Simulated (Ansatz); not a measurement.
Abridged output of a molecular run in Ansatz:

```
Functional definition: HF
1603 factors; integrals over basis functions are off by at most 1.8e-3 eV
mean field evaluation 1: about -18962.9251 eV, gradient 4.1e1 eV
mean field evaluation 2: about -18963.1539 eV, gradient 4.1e1 eV
mean field evaluation 4: about -18967.3463 eV, gradient 4.2e0 eV
mean field evaluation 8: about -18967.4400 eV, gradient 3.5e-1 eV
mean field evaluation 16: about -18967.4411 eV, gradient 2.4e-6 eV
mean field -18967.44113959 eV, -697.0406052867 hartree, gradient 2.4e-6 eV, S^2 0.000000; 0 other end points of the search recorded, 0 dependent functions left out
13 core orbitals not correlated: weight in the atoms' cores, before any rotation towards them, 1.000 or more for the frozen orbitals, at most 0.000 for the correlated occupied ones
reference -18967.44113959 eV, -697.0406052867 hartree; 14, 14 occupied and 248, 248 virtual orbitals, 1603 factors
second order -20.50516500 eV of doubles, -0.00000000 eV of singles
cycle   1  -21.23782949 eV  change   -7.3e-1 eV  update   1.1e-1
cycle   2  -21.76225397 eV  change   -5.2e-1 eV  update   3.3e-2
cycle   3  -21.88553857 eV  change   -1.2e-1 eV  update   1.8e-2
cycle   4  -21.87892109 eV  change    6.6e-3 eV  update   4.5e-3
cycle   5  -21.87539745 eV  change    3.5e-3 eV  update   2.1e-3
cycle   6  -21.87569433 eV  change   -3.0e-4 eV  update   7.0e-4
cycle   7  -21.87559174 eV  change    1.0e-4 eV  update   3.0e-4
cycle   8  -21.87549458 eV  change    9.7e-5 eV  update   1.2e-4
cycle   9  -21.87553254 eV  change   -3.8e-5 eV  update   5.4e-5
cycle  10  -21.87556425 eV  change   -3.2e-5 eV  update   2.0e-5
perturbative correction -0.82600610 eV, -0.0303551645 hartree
Total energy: -18990.14270995 eV, -697.8748726094 hartree
```

Its atoms:

```xyz
12

B    -0.2817    1.2211   -0.7790
Si   -0.5465    0.1119    0.6859
C     0.6775   -0.1744    2.0602
Al   -0.2009   -0.5791   -1.9572
F     1.1651   -0.7390   -2.8744
H     0.7382    1.8165   -0.9566
H    -1.1257    1.2348   -1.6751
H    -1.7451   -0.7609    0.8327
H     0.2623    0.1850    3.0063
H     0.9009   -1.2365    2.1822
H     1.6047    0.3659    1.8647
H    -1.4489   -1.4452   -2.3896
```

Problem. Which basis set was used?
A. def2-SVP
B. def2-TZVPPD
C. cc-pV(D+d)Z
D. def2-TZVPP

Solution. D. It gives 275 functions.

Problem. Write the keys of the input that set method, charge and spin (a neutral closed shell needs none for the last two).

Solution. 
```yaml
correlation: {method: ccsd_t}
```
